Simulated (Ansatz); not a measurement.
Reaction (ligand exchange at a B–C bond): `BCC(N)F` + `C=C=N` → `BN=C=C` + `CC(N)F`

Calculated with Ansatz (gas phase, PBE0-D4/def2-TZVP geometries, no zero-point term in ΔE). CCSD(T)/CBS is the MP2 limit (def2-TZVPP, def2-QZVPP) plus CCSD(T) − MP2 in def2-TZVPP, frozen cores. This one scheme is used for every species. Functionals use def2-TZVPP. Each species was taken in one conformer, which may not be the lowest.

| level | ΔE (kJ/mol) |
| --- | --- |
| PBE-D4 | -136.5 |
| ωB97X-V | -119.2 |
| CCSD/def2-TZVPP | -120.8 |
| HF/CBS(def2) | -122.0 |

(1) What does CCSD(T)/CBS give? (Estimate.)

Largest T1 diagnostic among the species: 0.017.

Results:

(1) Computed: -123.2 kJ/mol. The listed levels differ from it by -13.3, 4.0, 2.4, 1.2 kJ/mol.

From PBE to PBE0 (25 % exact exchange), in def2-TZVPP and without D4, ΔE moves by +6.1 kJ/mol.
